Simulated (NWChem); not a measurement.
Program: NWChem. System: ClLi, charge 1, spin multiplicity 2, at the geometry of a parent with another charge or spin, in a state set for the comparison that need not be this species' ground state. Its SCF solution wasn't tested for a lower state. Level: UBLYP/def2-TZVP.

The NWChem input:

```
start mol
memory heap 200 mb stack 900 mb global 1100 mb
charge 1
geometry units angstroms nocenter noautoz
  Li     0.000000     0.000000    -1.700614
  Cl     0.000000     0.000000     0.300108
  symmetry group C2v
end
basis spherical
  * library def2-tzvp
end
dft
  xc becke88 lyp
  odft
  mult 2
  semidirect memsize 60000000 filesize 0
  iterations 100
end
task dft energy
```

NWChem printed:

```
             Northwest Computational Chemistry Package (NWChem) 7.3.0
             --------------------------------------------------------

                                NWChem Input Module
                                -------------------

 Scaling coordinates for geometry "geometry" by  1.889725989
 (inverse scale =  0.529177249)

 Turning off AUTOSYM since
 SYMMETRY directive was detected!

                             Geometry "geometry" -> ""
                             -------------------------

 Output coordinates in angstroms (scale by  1.889725989 to convert to a.u.)

  No.       Tag          Charge          X              Y              Z
 ---- ---------------- ---------- -------------- -------------- --------------
    1 Li                   3.0000     0.00000000     0.00000000    -1.70061400
    2 Cl                  17.0000     0.00000000     0.00000000     0.30010800

 Effective nuclear repulsion energy (a.u.)      13.4891502662

            Nuclear Dipole moment (a.u.)
            ----------------------------
        X                 Y               Z
 ---------------- ---------------- ----------------
     0.0000000000     0.0000000000    -0.0000113384

      Symmetry information
      --------------------

 Group name             C2v
 Group number             16
 Group order               4
 No. of unique centers     2

      Symmetry unique atoms

     1    2


 Summary of "ao basis" -> "" (spherical)
 ------------------------------------------------------------------------------
       Tag                 Description            Shells   Functions and Types
 ---------------- ------------------------------  ------  ---------------------
 *                         def2-tzvp                  on all atoms

                                 NWChem DFT Module
                                 -----------------

 Summary of "ao basis" -> "ao basis" (spherical)
 ------------------------------------------------------------------------------
       Tag                 Description            Shells   Functions and Types
 ---------------- ------------------------------  ------  ---------------------
 Li                        def2-tzvp                 8       14   5s3p
 Cl                        def2-tzvp                13       37   5s5p2d1f

 Summary of "ao basis" -> "ao basis" (spherical)
 ------------------------------------------------------------------------------
       Tag                 Description            Shells   Functions and Types
 ---------------- ------------------------------  ------  ---------------------
 Li                        def2-tzvp                 8       14   5s3p
 Cl                        def2-tzvp                13       37   5s5p2d1f

      Symmetry analysis of basis
      --------------------------

        a1         24
        a2          3
        b1         12
        b2         12

            General Information
            -------------------
          SCF calculation type: DFT
          Wavefunction type:  spin polarized.
          No. of atoms     :     2
          No. of electrons :    19
           Alpha electrons :    10
            Beta electrons :     9
          Charge           :     1
          Spin multiplicity:     2
          Use of symmetry is: on ; symmetry adaption is: on
          Maximum number of iterations: 100
          AO basis - number of functions:    51
                     number of shells:    21
          Convergence on energy requested:  1.00D-06
          Convergence on density requested:  1.00D-05
[...]
                     DFT Final Beta Molecular Orbital Analysis
                     -----------------------------------------

 Vector    7  Occ=1.000000D+00  E=-9.801534D-01  Symmetry=a1
              MO Center= -2.2D-16, -5.0D-16,  2.3D-01, r^2= 7.8D-01
   Bfn.  Coefficient  Atom+Function         Bfn.  Coefficient  Atom+Function
  ----- ------------  ---------------      ----- ------------  ---------------
    18      0.732203  2 Cl s                 17     -0.522012  2 Cl s
    19      0.462200  2 Cl s                 15      0.091504  2 Cl s
    16      0.083252  2 Cl s                 31     -0.039972  2 Cl pz
     2     -0.037142  1 Li s

 Vector    8  Occ=1.000000D+00  E=-5.628035D-01  Symmetry=a1
              MO Center= -4.0D-16, -3.3D-16,  2.7D-01, r^2= 1.1D+00
   Bfn.  Coefficient  Atom+Function         Bfn.  Coefficient  Atom+Function
  ----- ------------  ---------------      ----- ------------  ---------------
    31      0.557894  2 Cl pz                34      0.307593  2 Cl pz
    28      0.259121  2 Cl pz                22     -0.215103  2 Cl pz
    18      0.099148  2 Cl s                 25     -0.094395  2 Cl pz
     2      0.080337  1 Li s                  8     -0.070920  1 Li pz
    17     -0.054496  2 Cl s                  4     -0.048923  1 Li s

 Vector    9  Occ=1.000000D+00  E=-5.381713D-01  Symmetry=b1
              MO Center=  3.7D-16, -7.0D-16,  2.5D-01, r^2= 1.2D+00
   Bfn.  Coefficient  Atom+Function         Bfn.  Coefficient  Atom+Function
  ----- ------------  ---------------      ----- ------------  ---------------
    29      0.556750  2 Cl px                32      0.328489  2 Cl px
    26      0.269661  2 Cl px                20     -0.218488  2 Cl px
    23     -0.096713  2 Cl px                 6      0.035340  1 Li px
    43      0.031782  2 Cl d  1               9      0.028434  1 Li px

 Vector   10  Occ=0.000000D+00  E=-5.282595D-01  Symmetry=b2
              MO Center= -5.6D-16,  8.4D-16,  2.5D-01, r^2= 1.2D+00
   Bfn.  Coefficient  Atom+Function         Bfn.  Coefficient  Atom+Function
  ----- ------------  ---------------      ----- ------------  ---------------
    30      0.548604  2 Cl py                33      0.339162  2 Cl py
    27      0.266358  2 Cl py                21     -0.217637  2 Cl py
    24     -0.094404  2 Cl py                 7      0.037289  1 Li py
    41     -0.031307  2 Cl d -1              10      0.030371  1 Li py

 Vector   11  Occ=0.000000D+00  E=-2.448538D-01  Symmetry=a1
              MO Center= -8.9D-18, -7.6D-16, -2.1D+00, r^2= 3.9D+00
   Bfn.  Coefficient  Atom+Function         Bfn.  Coefficient  Atom+Function
  ----- ------------  ---------------      ----- ------------  ---------------
     4      0.860695  1 Li s                  5      0.331367  1 Li s
    19     -0.242070  2 Cl s                  2     -0.170348  1 Li s
    18     -0.129806  2 Cl s                 34      0.127641  2 Cl pz
     8     -0.124933  1 Li pz                 3     -0.107786  1 Li s
    31      0.103439  2 Cl pz                17      0.079149  2 Cl s

 Vector   12  Occ=0.000000D+00  E=-1.849900D-01  Symmetry=b1
              MO Center=  9.6D-15, -4.5D-17, -1.7D+00, r^2= 4.8D+00
   Bfn.  Coefficient  Atom+Function         Bfn.  Coefficient  Atom+Function
  ----- ------------  ---------------      ----- ------------  ---------------
     9      0.878554  1 Li px                 6      0.266314  1 Li px
    29     -0.163269  2 Cl px                32     -0.133320  2 Cl px
    43      0.112302  2 Cl d  1              26     -0.083818  2 Cl px
    20      0.058407  2 Cl px                38      0.043959  2 Cl d  1
    23      0.026561  2 Cl px

   alpha - beta orbital overlaps
   -----------------------------

   alpha      1      2      3      4      5      6      7      8      9     10
    beta      1      2      3      4      5      6      7     10      8      9
 overlap   1.000  1.000  1.000  1.000  1.000  1.000  0.999  0.999  1.000  1.000

   alpha     11     12     13     14     15     16     17     18     19     20
    beta     11     13     12     14     15     16     18     20     17     21
 overlap   1.000  0.999  1.000  1.000  0.998  0.946  0.994  1.000  1.000  0.945

   alpha     21     22     23     24     25     26     27     28     29     30
    beta     19     23     22     25     24     26     27     28     29     30
 overlap   1.000  0.995  1.000  0.990  1.000  0.998  0.999  0.999  1.000  0.995

   alpha     31     32     33     34     35     36     37     38     39     40
    beta     31     32     33     39     38     35     34     37     36     42
 overlap   1.000  1.000  0.993  0.975  0.995  0.989  1.000  0.978  0.996  0.997

   alpha     41     42     43     44     45     46     47     48     49     50
    beta     40     41     43     44     45     46     47     48     49     50
 overlap   0.994  0.999  0.998  1.000  1.000  1.000  1.000  1.000  1.000  1.000

   alpha     51
    beta     51
 overlap   1.000

     --------------------------
     Expectation value of S2:
     --------------------------
      <S2> =      0.7525 (Exact =     0.7500)

 center of mass
 --------------
 x =   0.00000000 y =   0.00000000 z =  -0.06468238

 moments of inertia (a.u.)
 ------------------
          83.531348298629           0.000000000000           0.000000000000
           0.000000000000          83.531348298629           0.000000000000
           0.000000000000           0.000000000000           0.000000000000

     Multipole analysis of the density
     ---------------------------------

     L   x y z        total         alpha         beta         nuclear
     -   - - -        -----         -----         ----         -------
     0   0 0 0      1.000000    -10.000000     -9.000000     20.000000

     1   1 0 0     -0.000000     -0.000000      0.000000      0.000000
     1   0 1 0     -0.000000     -0.000000     -0.000000      0.000000
     1   0 0 1     -2.546714     -1.519001     -1.027701     -0.000011

     2   2 0 0     -9.769198     -5.197392     -4.571806      0.000000
     2   1 1 0     -0.000000     -0.000000     -0.000000      0.000000
     2   1 0 1     -0.000000     -0.000000      0.000000      0.000000
     2   0 2 0     -8.237248     -5.300524     -2.936724      0.000000
     2   0 1 1     -0.000000     -0.000000     -0.000000      0.000000
     2   0 0 2      0.714384    -18.321646    -17.415129     36.451159

 Task  times  cpu:        1.6s     wall:        1.6s

 Total times  cpu:        1.6s     wall:        1.6s
```
